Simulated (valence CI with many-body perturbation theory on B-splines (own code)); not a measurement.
# E1 transitions of Re61+

Method: valence CI with perturbative core correlation (CI+MBPT): four valence electrons over a frozen Dirac-Fock core [Ne], radial functions for each j: 11 s, 11 p, 9 d, 7 f, 5 g, 2 h, 1 i, with the one-electron correlation potential Σ1 (screened to all orders), the two-electron term Σ2, the three-electron term Σ3, Breit, model QED; selected single and double excitations, second order for the rest (own B-spline code, finite nucleus).

No measured spectrum was set against this ion. As an estimate, large intervals hold to a few tenths of a per cent, small ones and those within an open d or f shell to about a per cent.

Lines 101 to 150 of 244 in falling wavelength, among levels below 1336.7 eV, chosen from the strongest by gf and those to the six lowest levels. Wavelengths and rates use the calculated energies. Electric multipoles are in the length gauge, E1 and E2 with the static RPA response of the core. Weak lines are less certain than strong ones. Lines between different terms over intervals too small for the method are left out, as are lines whose strength nearly cancels. The highest levels of a list are the least certain.

Levels are named by their leading jj configuration (3d3/2^4 stands for four electrons in 3d with j = 3/2), which in mixed levels can hold well under half, so a name can repeat and another be missing. Letters in brackets count levels of one name in rising energy.

| λ vac (nm) | Upper | Lower | A (s⁻¹) | S (a.u.) with core polarisation | S without |
| --- | --- | --- | --- | --- | --- |
| 3.719 | (3s 3p1/2 3p3/2 3d5/2) J=2 [c] | (3s 3p1/2 3p3/2^2) J=2 [b] | 1.36e+11 | 1.72e-02 | 1.74e-02 |
| 3.718 | (3s 3p1/2 3p3/2 3d5/2) J=1 [b] | (3s 3p1/2 3p3/2^2) J=0 | 2.03e+11 | 1.54e-02 | 1.56e-02 |
| 3.706 | (3s 3p1/2 3p3/2 3d5/2) J=2 [b] | (3s 3p1/2 3p3/2^2) J=3 | 6.57e+10 | 8.25e-03 | 8.37e-03 |
| 3.697 | (3s 3p1/2 3p3/2 3d5/2) J=0 | (3s 3p1/2 3p3/2^2) J=1 [a] | 1.30e+11 | 3.24e-03 | 3.28e-03 |
| 3.644 | (3s^2 3p3/2 3d5/2) J=3 | (3s^2 3p3/2^2) J=2 | 6.63e+11 | 1.11e-01 | 1.12e-01 |
| 3.620 | (3s 3p1/2 3p3/2 3d5/2) J=4 [c] | (3s 3p1/2 3p3/2^2) J=3 | 2.40e+11 | 5.05e-02 | 5.12e-02 |
| 3.613 | (3s 3p1/2 3p3/2 3d5/2) J=3 [b] | (3s 3p1/2 3p3/2^2) J=2 [a] | 1.25e+11 | 2.04e-02 | 2.07e-02 |
| 3.607 | (3s 3p1/2 3p3/2 3d5/2) J=1 [a] | (3s 3p1/2 3p3/2^2) J=2 [a] | 5.28e+10 | 3.67e-03 | 3.72e-03 |
| 3.606 | (3s 3p1/2^2 3d5/2) J=2 | (3s 3p1/2^2 3p3/2) J=2 | 5.31e+10 | 6.15e-03 | 6.23e-03 |
| 3.535 | (3s^2 3p3/2 3d5/2) J=1 | (3s^2 3p3/2^2) J=2 | 7.12e+10 | 4.66e-03 | 4.72e-03 |
| 3.460 | (3s 3p1/2 3p3/2 3d5/2) J=3 [c] | (3s 3p1/2 3p3/2^2) J=2 [a] | 1.40e+11 | 2.00e-02 | 2.02e-02 |
| 3.454 | (3s 3p1/2 3p3/2 3d5/2) J=3 [d] | (3s 3p1/2 3p3/2^2) J=3 | 5.23e+10 | 7.44e-03 | 7.55e-03 |
| 3.370 | (3s 3p1/2 3p3/2 3d5/2) J=2 [d] | (3s 3p1/2 3p3/2^2) J=3 | 3.90e+10 | 3.68e-03 | 3.73e-03 |
| 2.391 | (3s 3p1/2 3p3/2 3d3/2) J=2 [a] | (3s^2 3p1/2 3d3/2) J=2 | 1.63e+10 | 5.51e-04 | 5.59e-04 |
| 2.359 | (3s 3p1/2 3p3/2^2) J=2 [a] | (3s^2 3p1/2 3p3/2) J=2 | 1.76e+10 | 5.70e-04 | 5.78e-04 |
| 2.352 | (3s 3p1/2 3p3/2 3d5/2) J=2 [a] | (3s^2 3p1/2 3d5/2) J=2 | 2.77e+11 | 8.90e-03 | 9.02e-03 |
| 2.345 | (3s 3p1/2 3p3/2 3d3/2) J=1 [a] | (3s^2 3p1/2 3d3/2) J=2 | 2.09e+10 | 3.99e-04 | 4.05e-04 |
| 2.321 | (3s 3p1/2 3p3/2 3d3/2) J=3 [a] | (3s^2 3p1/2 3d3/2) J=2 | 1.85e+10 | 8.01e-04 | 8.12e-04 |
| 2.318 | (3s 3p1/2 3p3/2^2) J=2 [a] | (3s^2 3p1/2 3p3/2) J=1 | 5.89e+11 | 1.81e-02 | 1.84e-02 |
| 2.300 | (3s 3p1/2 3p3/2 3d3/2) J=2 [b] | (3s^2 3p1/2 3d3/2) J=2 | 5.33e+10 | 1.60e-03 | 1.62e-03 |
| 2.287 | (3s 3p1/2 3p3/2 3d3/2) J=2 [a] | (3s 3p1/2^2 3p3/2) J=1 | 2.85e+11 | 8.41e-03 | 8.53e-03 |
| 2.277 | (3s 3p1/2 3p3/2^2) J=3 | (3s^2 3p1/2 3p3/2) J=2 | 4.03e+11 | 1.64e-02 | 1.67e-02 |
| 2.268 | (3s 3p1/2 3p3/2 3d5/2) J=3 [b] | (3s^2 3p1/2 3d5/2) J=3 | 2.95e+11 | 1.19e-02 | 1.21e-02 |
| 2.268 | (3s^2 3d3/2^2) J=2 | (3s^2 3p1/2 3d5/2) J=3 | 1.28e+11 | 3.68e-03 | 3.73e-03 |
| 2.257 | (3s 3p1/2 3p3/2 3d3/2) J=0 [a] | (3s 3p1/2^2 3p3/2) J=1 | 7.89e+10 | 4.48e-04 | 4.54e-04 |
| 2.254 | (3s 3p1/2 3p3/2 3d5/2) J=4 [b] | (3s^2 3p1/2 3d5/2) J=3 | 1.35e+11 | 6.86e-03 | 6.96e-03 |
| 2.245 | (3s 3p1/2 3p3/2 3d3/2) J=1 [a] | (3s 3p1/2^2 3p3/2) J=1 | 3.04e+07 | 5.10e-07 | 5.19e-07 |
| 2.229 | (3p1/2^2 3p3/2 3d3/2) J=2 | (3s 3p1/2^2 3d3/2) J=2 | 1.87e+11 | 5.11e-03 | 5.18e-03 |
| 2.227 | (3s 3p1/2 3p3/2 3d5/2) J=2 [b] | (3s^2 3p1/2 3d5/2) J=3 | 2.31e+11 | 6.29e-03 | 6.38e-03 |
| 2.207 | (3s 3p1/2 3p3/2 3d5/2) J=3 [c] | (3s^2 3p1/2 3d5/2) J=3 | 7.26e+10 | 2.70e-03 | 2.74e-03 |
| 2.204 | (3s 3p1/2 3p3/2 3d3/2) J=2 [b] | (3s 3p1/2^2 3p3/2) J=1 | 6.69e+11 | 1.77e-02 | 1.79e-02 |
| 2.202 | (3s 3p1/2 3p3/2 3d5/2) J=3 [c] | (3s^2 3p1/2 3d5/2) J=2 | 1.72e+12 | 6.33e-02 | 6.43e-02 |
| 2.201 | (3s 3p3/2^3) J=2 | (3s^2 3p3/2^2) J=2 | 2.35e+12 | 6.19e-02 | 6.28e-02 |
| 2.200 | (3s 3p1/2 3p3/2 3d3/2) J=1 [d] | (3s^2 3p1/2 3d3/2) J=1 | 7.34e+11 | 1.16e-02 | 1.17e-02 |
| 2.199 | (3p1/2^2 3p3/2 3d3/2) J=2 | (3s 3p1/2^2 3d3/2) J=1 | 1.17e+11 | 3.07e-03 | 3.12e-03 |
| 2.195 | (3s 3p1/2 3p3/2 3d5/2) J=4 [c] | (3s^2 3p1/2 3d5/2) J=3 | 1.15e+12 | 5.38e-02 | 5.46e-02 |
| 2.192 | (3s 3p1/2 3p3/2^2) J=0 | (3s^2 3p1/2 3p3/2) J=1 | 7.58e+11 | 3.94e-03 | 4.00e-03 |
| 2.192 | (3s 3p1/2 3p3/2 3d3/2) J=2 [e] | (3s^2 3p1/2 3d3/2) J=1 | 1.96e+12 | 5.08e-02 | 5.16e-02 |
| 2.191 | (3s 3p1/2 3p3/2 3d3/2) J=2 [c] | (3s^2 3p1/2 3d3/2) J=2 | 9.90e+11 | 2.57e-02 | 2.61e-02 |
| 2.182 | (3s 3p1/2 3p3/2 3d3/2) J=0 [b] | (3s^2 3p1/2 3d3/2) J=1 | 1.34e+12 | 6.87e-03 | 6.97e-03 |
| 2.181 | (3s 3p1/2 3p3/2 3d5/2) J=1 [b] | (3s^2 3p1/2 3d5/2) J=2 | 5.59e+11 | 8.58e-03 | 8.70e-03 |
| 2.175 | (3s 3p1/2 3p3/2 3d3/2) J=2 [a] | (3s 3p1/2^2 3p3/2) J=2 | 8.08e+10 | 2.05e-03 | 2.08e-03 |
| 2.171 | (3s 3p1/2 3p3/2^2) J=2 [b] | (3s^2 3p1/2 3p3/2) J=2 | 1.53e+12 | 3.87e-02 | 3.93e-02 |
| 2.170 | (3s 3p1/2 3p3/2^2) J=1 [a] | (3s^2 3p1/2 3p3/2) J=2 | 2.02e+10 | 3.06e-04 | 3.10e-04 |
| 2.168 | (3s 3p1/2^2 3p3/2) J=1 | (3s^2 3p1/2^2) J=0 | 8.13e+11 | 1.23e-02 | 1.24e-02 |
| 2.166 | (3s 3p1/2 3p3/2 3d3/2) J=3 [b] | (3s^2 3p1/2 3d3/2) J=2 | 2.01e+11 | 7.06e-03 | 7.17e-03 |
| 2.156 | (3p1/2^2 3p3/2^2) J=0 | (3s 3p1/2^2 3p3/2) J=1 | 1.52e+12 | 7.51e-03 | 7.62e-03 |
| 2.149 | (3s 3p1/2 3p3/2 3d3/2) J=1 [b] | (3s^2 3p1/2 3d3/2) J=2 | 1.75e+11 | 2.57e-03 | 2.61e-03 |
| 2.141 | (3s 3p1/2 3p3/2 3d3/2) J=2 [d] | (3s^2 3p1/2 3d3/2) J=2 | 2.51e+11 | 6.08e-03 | 6.16e-03 |
| 2.137 | (3s 3p1/2 3p3/2 3d3/2) J=1 [a] | (3s 3p1/2^2 3p3/2) J=2 | 3.95e+10 | 5.71e-04 | 5.79e-04 |
